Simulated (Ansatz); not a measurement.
`O[SiH](O)[AlH2]` + H₂S → `[AlH2][SH]` + `O[SiH2]O`  (cleavage of the Al–Si bond)

Gas-phase electronic energies from Ansatz, PBE0-D4/def2-TZVP geometries. CCSD(T)/CBS is the MP2 limit (def2-TZVPP, def2-QZVPP) plus CCSD(T) − MP2 in def2-TZVPP, frozen cores. This one scheme is used for every species. Functionals use def2-TZVPP. Each species was taken in one conformer, which may not be the lowest.

```tsv
level	ΔE (kJ/mol)	difference from CCSD(T)/CBS
PBE-D4	-131.0	17.7
revPBE-D4	-130.4	18.3
BLYP-D4	-137.5	11.2
r2SCAN-D4	-148.0	0.7
PBE0-D4	-138.7	10.0
r2SCANh-D4	-149.5	-0.8
r2SCAN0-D4	-151.3	-2.6
BHLYP-D4	-151.3	-2.6
ωB97X-V	-144.8	3.9
B2PLYP	-151.1	-2.4
BLYP	-140.0	8.7
r2SCANh	-150.1	-1.4
r2SCAN0	-152.0	-3.3
BHLYP	-154.0	-5.3
HF/def2-QZVPP	-160.9	-12.2
SCS-MP2/def2-QZVPP	-156.6	-7.9
CCSD(T)/CBS	-148.7	0
```

(1) What do rigid-rotor, harmonic-oscillator terms from PBE0-D4/def2-TZVP frequencies (298.15 K, 1 bar) make of the CCSD(T)/CBS value? (Best estimate.)

Largest T1 diagnostic among the species: 0.013.

Results:

(1) Ansatz gave: ΔZPE = +6.5 kJ/mol, ΔH = -146.8 kJ/mol, ΔS = -15 J/(mol·K), ΔG = -142.2 kJ/mol.

From BLYP to BHLYP (50 % exact exchange), in def2-TZVPP and without D4, ΔE moves by −14.0 kJ/mol. Leaving LDA and LC-ωPBE aside and taking each functional with its dispersion term where it has one, the values, not all of them listed here, spread over 21.4 kJ/mol, from ωB97M-V to revPBE-D4.
